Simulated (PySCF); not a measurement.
C3H8OSi2, SMILES C1=C[SiH2][C@@H]([SiH3])O1.

The structure is a stationary point at B3LYP-D3(BJ)/def2-SVP. The structure was generated by enumeration; whether it is a known compound was not checked. The values are those of a single conformer.

Level of theory: SMD-ωB97X/def2-SVP in PySCF.

Solvation free energies are E(SMD) − E(gas) at the gas-phase geometry, for 1 M in both phases. In vacuum the dipole moment is 0.46 D.

Rank water, chloroform, dimethylsulfoxide by solvation free energy, most negative first.

chloroform (-2.2 kcal/mol), dimethylsulfoxide (-1.0 kcal/mol), water (1.6 kcal/mol)
